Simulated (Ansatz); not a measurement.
Stepwise reaction of `[SH][Al]([Cl])[Cl]` with ammonia, as a gas-phase model of exchange steps in deposition or etching. ΔE in kJ/mol; ΔG adds harmonic PBE0-D4 terms to CCSD(T)/CBS, at 1 bar.

Computed with Ansatz on PBE0-D4/def2-TZVP structures; ΔE is electronic, products minus reactants. CBS: MP2 limit from def2 TZ/QZ plus the TZ coupled-cluster correction, frozen cores. This one scheme is used for every species. DFT in def2-TZVPP. B3LYP here is the variant with VWN-RPA as its local correlation; programs differ in this. Each species was taken in one conformer, which may not be the lowest.

```csv
step,reaction,PBE-D4,B3LYP-D4,ωB97M-V,CCSD(T)/CBS,ΔG(600 K)
2,`[NH2][Al]([SH])[Cl]` + NH₃ → `[NH2][Al]([NH2])[SH]` + HCl,82.4,80.5,81.8,81.4,68.4
```

Give the row of step 1, `[SH][Al]([Cl])[Cl]` + NH₃ → `[NH2][Al]([SH])[Cl]` + HCl. (Estimate.)

Ansatz gave: 
```
step                                                  reaction  PBE-D4  B3LYP-D4  ωB97M-V  CCSD(T)/CBS  ΔG(600 K)
   1  `[SH][Al]([Cl])[Cl]` + NH₃ → `[NH2][Al]([SH])[Cl]` + HCl    69.5      66.9     68.2         68.6       59.8
```

By hand: ΔE of the 2 steps together at CCSD(T)/CBS.

(68.6) + (81.4) = 150.0 kJ/mol, or 75.0 kJ/mol a step.

In ΔE each step is higher than the one before. All are uphill at CCSD(T)/CBS. ΔG lies between 59.8 and 68.4 kJ/mol a step. PBE-D4 differs from CCSD(T)/CBS by 0.9 to 1.0 kJ/mol a step. Isolated molecules leave out the surface, adducts and barriers. Largest T1 diagnostic: 0.010.
